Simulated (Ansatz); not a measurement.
Program: Ansatz. Geometries: PBE0-D4/def2-TZVP. ΔE: electronic, gas phase. CBS: MP2 limit from def2 TZ/QZ plus the TZ coupled-cluster correction, frozen cores. DFT in def2-TZVPP. B3LYP here is the variant with VWN-RPA as its local correlation; programs differ in this. For Ge outer-core shells are correlated without core-valence functions, which leaves a few kJ/mol of doubt a bond. Scalar relativity is left out up to krypton. Each species was taken in one conformer, which may not be the lowest.

Reaction (redistribution): `N[SiH2]O[SiH2]N` + `[NH2][GeH2][NH][GeH2][NH2]` → `N[SiH2][NH][GeH2][NH2]` + `N[SiH2][O][GeH2][NH2]`

```csv
level,ΔE (kJ/mol),difference from CCSD(T)/CBS
PBE-D4,14.0,-5.4
r2SCAN-D4,15.7,-3.7
PBE0-D4,16.2,-3.2
B3LYP-D4,18.0,-1.4
ωB97X-V,16.4,-3.0
ωB97M-V,16.7,-2.7
B2PLYP,19.3,-0.1
PBE,15.2,-4.2
r2SCAN,16.0,-3.4
PBE0,17.3,-2.1
B3LYP,20.0,0.6
HF/def2-TZVPP,23.3,3.9
MP2/def2-TZVPP,18.8,-0.6
SCS-MP2/def2-TZVPP,18.8,-0.6
CCSD/def2-TZVPP,19.8,0.4
CCSD(T)/def2-TZVPP,18.4,-1.0
HF/def2-QZVPP,23.6,4.2
MP2/def2-QZVPP,19.4,0.0
SCS-MP2/def2-QZVPP,19.3,-0.1
HF/CBS(def2),23.6,4.2
MP2/CBS(def2),19.8,0.4
CCSD/CBS(def2),20.8,1.4
CCSD(T)/CBS,19.4,0
```

Largest T1 diagnostic among the species: 0.011.

In def2-TZVPP, CCSD(T) changes the Hartree–Fock value by −4.9 kJ/mol (the triples alone add −1.4 kJ/mol) and MP2 by −4.5 kJ/mol.
